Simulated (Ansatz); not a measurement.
Geometry optimisation, Ansatz, DFT PBEsol, scalar-relativistic, plane waves, PAW.

Input file:

```yaml
crystal:
  lattice:
    - [5.96, 0.0, 0.0]
    - [-4.47, 7.742267, 0.0]
    - [0.0, 0.0, 5.62028]
  atoms:
    - { symbol: Cd, position: [0.0, 0.0, 0.0] }
    - { symbol: Cd, position: [0.1666667, 0.2222222, 0.5] }
    - { symbol: Cd, position: [0.0, 0.3333333, 0.0] }
    - { symbol: Cd, position: [0.1666667, 0.5555556, 0.5] }
    - { symbol: Cd, position: [0.0, 0.6666667, 0.0] }
    - { symbol: Cd, position: [0.1666667, 0.8888889, 0.5] }
    - { symbol: Cd, position: [0.5, 0.0, 0.0] }
    - { symbol: Cd, position: [0.6666667, 0.2222222, 0.5] }
    - { symbol: Cd, position: [0.5, 0.3333333, 0.0] }
    - { symbol: Cd, position: [0.6666667, 0.5555556, 0.5] }
    - { symbol: Cd, position: [0.5, 0.6666667, 0.0] }
    - { symbol: Cd, position: [0.6666667, 0.8888889, 0.5] }
    - { symbol: Li, position: [0.8359369, 0.4415756, 0.2526941] }
basis:
  ecutwfc: 420.0
kpoints:
  mp_grid: { grid: [3, 2, 3] }
hamiltonian:
  xc: pbesol
scf:
  occupations: { method: gaussian, width: 0.1 }
  lower_state_search: "off"
relax:
  f_tol: 0.03
  max_steps: 60
  adjacent_minimum: "off"
output:
  write_density: true
  write_potential: true
  elf: true
  volumetric_format: npy
```

Command:

```bash
$ ansatz run input.yaml --threads 4 --pin off --max-ram 10240MiB --backend cpu --events-out ev --progress --plain --runs-dir out
```

Where does it end, and by what steps?

The run converged. Limits of this set-up: coarse k mesh. After 18 steps the energy has fallen by 2.396 eV; Cd3 moved furthest, 1.41 Å. Parted: Cd3–Cd11 (2.98 → 4.48 Å), Cd4–Cd8 (2.98 → 4.49 Å). Joined: Cd1–Cd8 (4.44 → 2.98 Å), Cd2–Cd7 (4.44 → 3.33 Å), Cd2–Li13 (3.68 → 3.00 Å), Cd3–Cd10 (4.44 → 3.09 Å), Cd3–Cd12 (4.44 → 3.45 Å), Cd4–Cd7 (4.44 → 3.45 Å).

| step | energy less start (eV) | largest force component (eV/Å) | accepted |
| --- | --- | --- | --- |
| 0 | 0.0000 | 1.518 | yes |
| 1 | -1.0788 | 0.444 | yes |
| 2 | -1.4253 | 0.313 | yes |
| 3 | -1.5373 | 0.179 | yes |
| 4 | -1.6256 | 0.132 | yes |
| 5 | -1.7080 | 0.168 | yes |
| 6 | -1.7693 | 0.140 | yes |
| 7 | -1.8251 | 0.040 | yes |
| 8 | -1.8463 | 0.048 | yes |
| 9 | -1.8688 | 0.137 | yes |
| 10 | -1.9166 | 0.193 | yes |
| 11 | -1.9963 | 0.144 | yes |
| 12 | -2.0832 | 0.140 | yes |
| 13 | -2.1541 | 0.095 | yes |
| 14 | -2.2200 | 0.152 | yes |
| 15 | -2.2887 | 0.103 | yes |
| 16 | -2.3428 | 0.097 | yes |
| 17 | -2.3930 | 0.033 | yes |
| 18 | -2.3963 | 0.008 | yes |

```xyz
13
Lattice="5.9600 0.0000 0.0000 -4.4700 7.7423 0.0000 0.0000 0.0000 5.6203" Properties=species:S:1:pos:R:3
Cd -0.454 0.422 0.553
Cd 0.226 1.747 3.071
Cd -2.338 2.285 -1.093
Cd -0.863 4.593 3.911
Cd -3.443 5.144 -0.263
Cd -2.745 6.448 2.263
Cd 2.259 -0.133 -0.706
Cd 2.958 1.209 1.880
Cd 0.907 2.848 0.128
Cd 1.855 4.024 2.684
Cd -0.204 5.665 0.937
Cd 0.495 7.018 3.514
Li 4.355 3.441 1.403
```

Time of the run: 120 s on 4 threads of Intel(R) Xeon(R) 6975P-C (Granite Rapids), on a shared host, peak memory 1.4 GiB.
